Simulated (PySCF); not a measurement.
TeCl₄, SMILES Cl[Te](Cl)(Cl)Cl. Atoms are numbered in the order given.

```xyz
5

Te     0.0000     0.0000    -0.4329
Cl     1.8022     0.0000     1.0609
Cl     0.0000    -2.4451    -0.3989
Cl    -1.8022     0.0000     1.0609
Cl     0.0000     2.4451    -0.3989
```

Geometry optimised at PBE0-D3(BJ)/def2-SVP. The isomer is the one that the SMILES or the coordinates give; other isomers of the formula were not compared. The def2 effective core potentials stand for the cores of Te; spin–orbit coupling is left out.

These are PySCF with B3LYP/def2-TZVP values and carry that method's errors.

ESP charges are fitted to the potential on shells at 1.4 to 2.0 van der Waals radii. Atomic charges (e):

```json
[
 {"atom": "Te1", "ESP fit": "0.66", "Mulliken": "…"},
 {"atom": "Cl2", "ESP fit": "-0.07", "Mulliken": "…"},
 {"atom": "Cl3", "ESP fit": "-0.26", "Mulliken": "…"},
 {"atom": "Cl4", "ESP fit": "-0.07", "Mulliken": "…"},
 {"atom": "Cl5", "ESP fit": "-0.26", "Mulliken": "…"}
]
```

Task: Some entries are withheld; supply them. (Estimate from the structure and the level; the computed values follow.)

Result: 
- Te1, Mulliken: 0.98
- Cl2, Mulliken: -0.17
- Cl3, Mulliken: -0.32
- Cl4, Mulliken: -0.17
- Cl5, Mulliken: -0.32

Computed Mayer and Wiberg (Löwdin basis) orders of the bonds:
| bond | Mayer | Wiberg |
|---|---|---|
| Te1–Cl2 | 1.09 | 1.52 |
| Te1–Cl3 | 0.92 | 1.35 |
| Te1–Cl4 | 1.09 | 1.52 |
| Te1–Cl5 | 0.92 | 1.35 |
